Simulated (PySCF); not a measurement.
W(O)2(F)(NH2) (FH2NO2W), SMILES [F][W](=[O])(=[O])[NH2], multiplicity 1.

Geometry optimised at PBE0-D3(BJ)/def2-SVP. The spin state was assumed, not searched. The structure was generated by enumeration; whether it is a known compound was not checked. The def2 effective core potentials stand for the cores of W; spin–orbit coupling is left out. One conformer was computed; it need not be the lowest.

Two levels are set side by side: PBE/def2-TZVP (PySCF) and M06-2X/def2-TZVP (PySCF). Same geometry, gas phase. Differences are taken from unrounded values.

```csv
quantity,PBE
orbital gap (eV),4.94
highest occupied level (eV),-7.49
lowest empty level (eV),-2.55
dipole moment (D),4.01
mean polarisability (bohr³),49.6
```

Question: These are the PBE values. What does M06-2X give? (An estimate is asked for; the answer gives what the named calculation found.)

Answer: 
```
quantity                     M06-2X  PBE minus M06-2X
---------------------------  ------  ----------------
orbital gap (eV)               9.76             -4.82
highest occupied level (eV)  -10.52              3.03
lowest empty level (eV)       -0.76             -1.79
dipole moment (D)              4.23             -0.22
mean polarisability (bohr³)    47.3               2.4
```

Without exact exchange PBE keeps part of each electron's self-repulsion, which lifts occupied levels and narrows the gap. PBE's more diffuse valence density responds more strongly to a field. Differences between two approximate levels are no errors against the true value.

Rough cost on one machine, each run with all the roots and properties that it gave: M06-2X against PBE about 3 times.
